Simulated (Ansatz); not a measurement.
The same path of BClF2H3N + FH (10 atoms, charge 0, multiplicity 1) was run twice with different band settings. Lost on the way: B1–Cl2, H5–N6, H7–F8. Made: Cl2–H7, H5–F8.

Theory: RKS revPBE/def2-SVP in Ansatz.

Relaxed end points:

```xyz
10
Properties=species:S:1:pos:R:3
B 0.007 -1.092 0.105
Cl 1.873 -0.618 0.116
F -0.229 -2.153 -0.732
F -0.491 -1.211 1.378
H -0.379 1.090 -0.073
N -0.723 0.232 -0.560
H 1.390 1.257 0.843
F 0.800 2.013 0.941
H -0.502 0.315 -1.562
H -1.747 0.168 -0.455
```

```xyz
10
Properties=species:S:1:pos:R:3
B -0.550 -1.205 -0.139
Cl 2.647 -0.124 1.268
F 0.195 -1.910 -0.992
F -0.807 -1.689 1.078
H 0.050 1.292 -0.099
N -1.089 0.078 -0.536
H 1.943 0.902 0.832
F 0.689 1.981 0.151
H -1.172 0.258 -1.541
H -1.908 0.417 -0.022
```

Common settings: spring 5.0 eV/Å²; optimiser quadratic models (default); start path through a guess of the saddle point; force threshold 0.05 eV/Å; iteration limit 60; end points relaxed.

| run | movable images | climbing image |
| --- | --- | --- |
| 1 | 9 | yes |
| 2 | 6 | no |

Q: What does each run give, and how far can it be trusted?

A: Run 1: converged after 12 iterations, highest image 0.859 eV above the first end. A vibrational analysis at the climbing image gives one clearly imaginary mode, 410i cm⁻¹: a first-order saddle point.
Run 2: converged after 12 iterations, highest image 0.784 eV above the first end. No image climbed, so the highest image needn't sit at the top of the path.
The orbitals stay closed-shell, which can raise the energy where a bond breaks towards radicals; this wasn't checked here.
